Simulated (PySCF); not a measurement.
Species: C2H12NPSi4.
Numbering: `[CH:1]#[C:2][Si@:3]([SiH3:4])([PH2:5])[N:6]([SiH3:7])[SiH3:8]` (hydrogens: H9 on C1; H10, H11, H12 on Si4; H13, H14 on P5; H15, H16, H17 on Si7; H18, H19, H20 on Si8)

Structure used (GFN2-xTB), in Å, numbered top down from 1:
```xyz
20
C2H12NPSi4 angstrom
C     -1.2645   -2.6816   -1.4662
C     -1.0329   -1.6142   -0.9615
Si    -0.7034    0.0395   -0.1683
Si    -1.6228    0.1845    1.9721
P     -1.5190    1.4726   -1.7125
N      1.0414    0.2201   -0.0609
Si     1.9795   -1.1454    0.4755
Si     1.8820    1.6269   -0.6559
H     -1.4631   -3.6129   -1.9155
H     -3.0703    0.4254    1.8970
H     -1.4482   -1.0439    2.7518
H     -1.0675    1.2849    2.7699
H     -2.7809    0.9071   -1.6703
H     -1.8761    2.4406   -0.7883
H      1.1093   -1.9202    1.3590
H      2.4055   -1.9522   -0.6676
H      3.1316   -0.6255    1.2067
H      0.9038    2.7120   -0.7354
H      2.9133    1.9516    0.3296
H      2.4770    1.3411   -1.9624
```

Level of theory: PBE0/pcSseg-1 in PySCF (dipole) on a GFN2-xTB geometry, gas phase.

Masses are those of the commonest isotopes; rigid-rotor values at the optimised geometry. The values belong to one conformer with, in the numbering `[CH:1]#[C:2][Si@:3]([SiH3:4])([PH2:5])[N:6]([SiH3:7])[SiH3:8]`, C2–Si3–P5–H 58° and 150°, C2–Si3–N6–Si7 -44°.

(1) Give the principal moments of inertia and the rotational constants in cm⁻¹.

(2) Classify the top.

(3) Is it planar, by Δ = Ic − Ia − Ib?

(4) List the rotational levels J(Ka,Kc) to J = 2 (cm⁻¹).

(5) Which lines would a microwave search look for?

(6) Estimate the classical rotational partition function at 10 K, 298.15 K and 500 K.

## Answers

(1) Ia = 622.06, Ib = 730.87, Ic = 837.97 u·Å²; 505379 MHz·u·Å²/I gives 812.4, 691.5 and 603.1 MHz, that is A = 0.02710, B = 0.02307, C = 0.02012 cm⁻¹.

(2) An asymmetric top. Ray's parameter κ = (2B − A − C)/(A − C) = -0.156; −1 is the prolate and +1 the oblate limit.

(3) Not planar: Δ = Ic − Ia − Ib = -514.96 u·Å². For a rigid frame Δ = −2 Σ m c², so Σ m c² = 257.48 u·Å² lies off the ab plane: 37.28 from hydrogen and 220.20 from heavier atoms. The atom farthest from that plane is 3.23 Å away.

(4) Above 0(0,0):
J = 1: 1(0,1) 0.0432, 1(1,1) 0.0472, 1(1,0) 0.0502
J = 2: 2(0,2) 0.1284, 2(1,2) 0.1306, 2(1,1) 0.1395, 2(2,1) 0.1516, 2(2,0) 0.1527
The levels of one J sum to (2J + 1)J(J + 1)(A + B + C)/3.

(5) The dipole components are |μa| = 0.23 D, |μb| = 0.54 D, |μc| = 0.02 D. The squared components, which scale the intensities, stand as 0.19 : 1.00 : 0.00 (a : b : c). Some lines, for components of 0.1 D or more:

```csv
type,branch,"J(Ka,Kc)",MHz,lower level (cm⁻¹)
b,Q,"4(3,1) ← 4(2,2)",624,0.465
b,Q,"4(2,3) ← 4(1,4)",977,0.420
b,Q,"4(4,0) ← 4(3,1)",1062,0.485
b,Q,"4(4,1) ← 4(3,2)",1116,0.484
a,R,"1(0,1) ← 0(0,0)",1295,0.000
a,R,"2(1,1) ← 1(1,0)",2678,0.050
b,R,"2(2,1) ← 1(1,0)",3040,0.050
a,R,"3(0,3) ← 2(0,2)",3772,0.128
b,R,"3(1,3) ← 2(0,2)",3799,0.128
a,R,"3(2,2) ← 2(2,1)",3884,0.152
a,R,"3(1,2) ← 2(1,1)",3989,0.139
a,R,"3(2,1) ← 2(2,0)",3995,0.153
b,R,"3(2,2) ← 2(1,1)",4247,0.139
b,R,"3(2,1) ← 2(1,2)",4657,0.131
b,R,"4(2,2) ← 3(3,1)",4658,0.309
b,R,"3(3,0) ← 2(2,1)",4736,0.152
b,R,"4(0,4) ← 3(1,3)",4943,0.255
b,R,"4(1,3) ← 3(2,2)",5002,0.281
a,R,"4(2,3) ← 3(2,2)",5151,0.281
a,R,"4(3,2) ← 3(3,1)",5227,0.309
a,R,"4(3,1) ← 3(3,0)",5274,0.310
a,R,"4(2,2) ← 3(2,1)",5357,0.286
b,R,"4(2,3) ← 3(1,2)",5408,0.273
b,R,"4(3,1) ← 3(2,2)",6127,0.281
b,R,"4(4,0) ← 3(3,1)",6345,0.309
```

(6) Point group C1, symmetry number σ = 1; q = (√π/σ)·√((kT/h)³/(ABC)), k/h = 20836.6 MHz/K: 9160 at 10 K, 1490000 at 298.15 K, 3240000 at 500 K.

No GFN2-xTB frequencies stand behind this structure, so it isn't proved a minimum. Zero-point vibration and centrifugal distortion are left out. A rigid rotor knows nothing of internal rotation, which can split or shift real lines. Quadrupole hyperfine structure (14N) is left out.
